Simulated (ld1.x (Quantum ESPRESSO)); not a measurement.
Pseudopotential generation for Pr: TM, BP86, scalar-relativistic.

ld1.x (Quantum ESPRESSO) 7.5 was run on this input:

```
&input
   title='Pr', zed=59., rel=1, dft='BP', iswitch=3,
   config='[Xe] 4f3 5d0 6s2 6p0',
   nld=4, rlderiv=4.55, eminld=-2.0, emaxld=5.0, deld=0.02
 /
 &inputp
   pseudotype=2, tm=.true., lloc=2,
   nlcc=.true., new_core_ps=.true., rcore=0.75,
   file_pseudopw='Pr.UPF', file_wfcaegen='ae.wfc', file_wfcncgen='nc.wfc', file_beta='beta', file_chi='chi'
 /
4
6S  1  0   2.00   0.00  3.40  3.40  0.0
6P  2  1   0.00   0.00  4.20  4.20  0.0
4F  4  3   3.00   0.00  0.85  0.85  0.0
5D  3  2   0.00   0.00  3.35  3.35  0.0
 &test
   configts(1)='4f3 5d0 6s2 6p0'
 /
```

Command:

```bash
ld1.x < Pr.in > Pr.out
```

Output (shortened: banner, matrices, multipoles, cross overlaps and the repeated all-electron block are left out):

```
Program LD1 v.7.5
     --------------------------- All-electron run ----------------------------

     Pr
     scalar relativistic calculation

     atomic number is 59.00
     dft =BP   lsd =0 sic =0 latt =0  beta=0.20 tr2=1.0E-14
     Exchange-correlation= BP
                           (   1   1   1   1   0   0   0)
     mesh =1255 r(mesh) =  99.23220 a.u. xmin = -7.00 dx = 0.01250
     1 Ry =  13.60569312 eV, c = 137.03599908

     n l     nl                  e(Ry)          e(Ha)          e(eV)
     1 0     1S 1( 2.00)     -3074.0277     -1537.0139    -41824.2775
     2 0     2S 1( 2.00)      -494.5277      -247.2639     -6728.3928
     2 1     2P 1( 6.00)      -442.4815      -221.2407     -6020.2669
     3 0     3S 1( 2.00)      -106.6985       -53.3492     -1451.7066
     3 1     3P 1( 6.00)       -90.2155       -45.1077     -1227.4444
     4 0     4S 1( 2.00)       -21.2096       -10.6048      -288.5710
     4 1     4P 1( 6.00)       -15.8254        -7.9127      -215.3155
     3 2     3D 1(10.00)       -67.0765       -33.5383      -912.6223
     5 0     5S 1( 2.00)        -2.8754        -1.4377       -39.1220
     5 1     5P 1( 6.00)        -1.5840        -0.7920       -21.5511
     4 2     4D 1(10.00)        -8.1280        -4.0640      -110.5867
     4 3     4F 1( 3.00)        -0.0997        -0.0498        -1.3562
     5 2     5D 1( 0.00)        -0.1577        -0.0788        -2.1456
     6 0     6S 1( 2.00)        -0.2641        -0.1320        -3.5933
     6 1     6P 1( 0.00)        -0.0970        -0.0485        -1.3203

     final scf error:  1.5E-15 reached in  48 iterations

     Etot =  -18477.525239 Ry,   -9238.762619 Ha, -251399.538072 eV

     Ekin =   19625.567574 Ry,    9812.783787 Ha,  267019.449776 eV
     Encl =  -44826.247645 Ry,  -22413.123822 Ha, -609892.169308 eV
     Eh   =    7157.535453 Ry,    3578.767727 Ha,   97383.230896 eV
     Exc  =    -434.380622 Ry,    -217.190311 Ha,   -5910.049436 eV

     normalization and overlap integrals

     s(1S/1S) =  1.000000  <r> =   0.0241  <r2> =    0.0008  r(max) =   0.0153
     s(2S/2S) =  1.000000  <r> =   0.1030  <r2> =    0.0125  r(max) =   0.0872
     s(2P/2P) =  1.000000  <r> =   0.0905  <r2> =    0.0100  r(max) =   0.0705
     s(3S/3S) =  1.000000  <r> =   0.2723  <r2> =    0.0847  r(max) =   0.2491
     s(3P/3P) =  1.000000  <r> =   0.2704  <r2> =    0.0848  r(max) =   0.2429
     s(4S/4S) =  1.000000  <r> =   0.6224  <r2> =    0.4371  r(max) =   0.5755
     s(4P/4P) =  1.000000  <r> =   0.6594  <r2> =    0.4944  r(max) =   0.6050
     s(3D/3D) =  1.000000  <r> =   0.2475  <r2> =    0.0722  r(max) =   0.2014
     s(5S/5S) =  1.000000  <r> =   1.5070  <r2> =    2.5553  r(max) =   1.3464
     s(5P/5P) =  1.000000  <r> =   1.7683  <r2> =    3.5557  r(max) =   1.5257
     s(4D/4D) =  1.000000  <r> =   0.7273  <r2> =    0.6140  r(max) =   0.6360
     s(4F/4F) =  1.000001  <r> =   1.2105  <r2> =    2.1621  r(max) =   0.6942
     s(5D/5D) =  1.000000  <r> =   3.3118  <r2> =   13.5408  r(max) =   2.2761
     s(6S/6S) =  1.000000  <r> =   4.4635  <r2> =   22.5591  r(max) =   3.7999
     s(6P/6P) =  1.000000  <r> =   6.0504  <r2> =   41.8642  r(max) =   5.1293

     ------------------------ End of All-electron run ------------------------

     --------------------- Generating NC pseudopotential ---------------------

      Generating local pot.: lloc=2, matching radius rcloc =   3.3500

      Computing core charge for nlcc:

       r > 0.76 : true rho core
      Core charge pseudized with two Bessel functions
      Integrated core pseudo-charge :  34.87

      Wfc   6S  rcut= 3.396  Using Troullier-Martins method

      Wfc   6P  rcut= 4.252  Using Troullier-Martins method

      Wfc   4F  rcut= 0.859  Using Troullier-Martins method

     ------------------- End of pseudopotential generation -------------------

     Computing logarithmic derivative in   4.55503
     Computing logarithmic derivative in   4.55503
     Computing the partial wave expansion
     R is outside the sphere for l=    0 j= 0.00
     R is outside the sphere for l=    1 j= 0.00
       no projector for channel:   2
     R is outside the sphere for l=    3 j= 0.00

     ---------------------- Testing the pseudopotential ----------------------

     Pr
     scalar relativistic calculation

     atomic number is 59.00   valence charge is  5.00
     dft =BP   lsd =0 sic =0 latt =0  beta=0.20 tr2=1.0E-14
     mesh =1255 r(mesh) =  99.23220 xmin = -7.00 dx = 0.01250

     n l     nl             e AE (Ry)        e PS (Ry)    De AE-PS (Ry)
     4 3     4F   1( 3.00)       -0.09968       -0.09928       -0.00040
     3 2     5D   1( 0.00)       -0.15770       -0.15770        0.00000
     1 0     6S   1( 2.00)       -0.26410       -0.26410        0.00000
     2 1     6P   1( 0.00)       -0.09704       -0.09704       -0.00000

     eps = 6.6E-15  iter = 10

     Etot =  -18477.525239 Ry,   -9238.762619 Ha, -251399.538072 eV
     Etotps =  -112.294741 Ry,     -56.147370 Ha,   -1527.847779 eV

     Ekin =      70.094361 Ry,      35.047181 Ha,     953.682371 eV
     Encl =     -27.538905 Ry,     -13.769452 Ha,    -374.685886 eV
     Ehrt =      11.007119 Ry,       5.503560 Ha,     149.759489 eV
     Ecxc =    -109.233822 Ry,     -54.616911 Ha,   -1486.201865 eV
     (Ecc =    -100.698295 Ry,     -50.349148 Ha,   -1370.070101 eV)
     Epseu=     -56.623494 Ry,     -28.311747 Ha,    -770.401887 eV

     ---------------------- End of pseudopotential test ----------------------
```

Note: ghost states, extra bound levels that the all-electron valence spectrum of the same l lacks: s at -18.6 eV, p at -1.44 eV. A true bound ghost makes a file unfit for plane-wave use.

Generation and configuration tests took about 2.1 s on one core of a shared server CPU.
